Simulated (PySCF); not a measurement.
SMILES F[Si](Cl)(Br)Br (Br2ClFSi) (PBE0/def2-SVP optimised geometry):

```
5

F     -1.201    -1.753    -1.338
Si    -0.699    -1.020     0.000
Cl    -1.417    -2.068     1.588
Br    -1.488     1.020     0.000
Br     1.488    -1.020     0.000
```

Computed with PBE0/def2-TZVP in PySCF.

Task: What are the frontier orbital energies and the dipole moment?

Result: HOMO-2 -9.41 eV, HOMO-1 -9.18 eV, HOMO -8.96 eV, LUMO -1.12 eV, LUMO+1 0.24 eV; dipole moment 0.78 D.

On the same geometry PBE/def2-TZVP (PySCF) gives HOMO-2 -8.04 eV, HOMO-1 -7.83 eV, HOMO -7.64 eV, LUMO -2.05 eV, LUMO+1 -0.66 eV; dipole moment 0.73 D.

Meta-Löwdin charges at PBE0/def2-TZVP: F1 -0.48, Si2 1.12, Cl3 -0.24, Br4 -0.20, Br5 -0.20.
